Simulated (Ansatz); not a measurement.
C$_{2}$H$_{6}$OSSi (`CC(=S)[SiH2]O`), 11 atoms. Total charge 0; spin multiplicity 1. All runs use 4 threads of a server CPU on a shared host. Correlated methods freeze the cores.

(1) Give the basis size and wall time and peak host memory of each of these runs in Ansatz. RKS ωB97M-V/def2-QZVPP energy; RKS PBE-QIDH (frozen core)/def2-TZVPP energy; RHF-MP2/def2-QZVPP energy; RKS PBE0-D4/def2-QZVPP energy; RKS PBE0-D4/def2-TZVP frequencies; RKS r2SCAN0-D4/def2-TZVPP energy; RKS PBE0-D4/def2-SVP energy; RKS PBE0-D4/def2-TZVP relaxation (7 steps); RKS SPW92 (LDA)/def2-TZVPP energy; direct RPA on PBE orbitals/def2-TZVPP energy; RKS ωB97M-V/def2-SVP energy; RHF-CCSD(T)/def2-SVP energy. (Best estimate.)

Results:

(1) Computed: Other jobs shared the machine, so times are rough.

| level | job | functions | wall time | peak host memory (GiB) |
| --- | --- | --- | --- | --- |
| RKS PBE0-D4/def2-SVP | energy | 108 | 0.8 s | 0.26 |
| RKS SPW92 (LDA)/def2-TZVPP | energy | 261 | 1 s | 0.37 |
| RKS ωB97M-V/def2-SVP | energy | 108 | 2.6 s | 0.36 |
| RHF-CCSD(T)/def2-SVP | energy | 108 | 3.6 s | 0.5 |
| RKS r2SCAN0-D4/def2-TZVPP | energy | 261 | 3.7 s | 0.74 |
| direct RPA on PBE orbitals/def2-TZVPP | energy | 261 | 4.8 s | 0.7 |
| RKS PBE-QIDH (frozen core)/def2-TZVPP | energy | 261 | 4.9 s | 0.73 |
| RKS PBE0-D4/def2-QZVPP | energy | 491 | 7.5 s | 1.9 |
| RKS ωB97M-V/def2-QZVPP | energy | 491 | 14 s | 2.3 |
| RHF-MP2/def2-QZVPP | energy | 491 | 21 s | 3.2 |
| RKS PBE0-D4/def2-TZVP | relaxation (7 steps) | 203 | 21 s | 0.6 |
| RKS PBE0-D4/def2-TZVP | frequencies | 203 | 2 min | 0.61 |
